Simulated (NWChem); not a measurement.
NbNH2OF2; SMILES [NH2][Nb](=[O])([F])[F]

```xyz
7

Nb     0.0148     0.0568     0.0000
O     -0.5543     1.6695     0.0000
F      1.0295    -0.3005     1.5535
F      1.0295    -0.3005    -1.5535
N     -1.6271    -1.0196     0.0000
H     -2.5853    -0.6546     0.0000
H     -1.6416    -2.0472     0.0000
```
Atoms are numbered in this order, from 1.

Level: PBE-D3(BJ)/def2-SVP with def2 effective core potentials on Nb (NWChem), optimised geometry, unscaled harmonic frequencies. def2 effective core potentials on Nb; no spin-orbit coupling.

```
frequency (cm⁻¹)  IR intensity (km/mol)
----------------  ---------------------
166                                11.2
172                                 0.1
185                                 3.2
212                                10.0
233                                10.6
401                                11.0
502                               179.2
562                                10.9
668                                61.7
694                               148.2
703                               118.6
1005                              137.7
1452                               28.1
3454                               81.3
3556                               46.9
```

zero-point energy: 20.0 kcal/mol
thermal correction to the enthalpy at 298.15 K (with zero-point energy): 24.8 kcal/mol
heat capacity Cv: 22.0 cal/(mol K)
entropy at 298.15 K and 1 atm (symmetry number 1): 82.2 cal/(mol K)

Rigid rotor and harmonic oscillator.
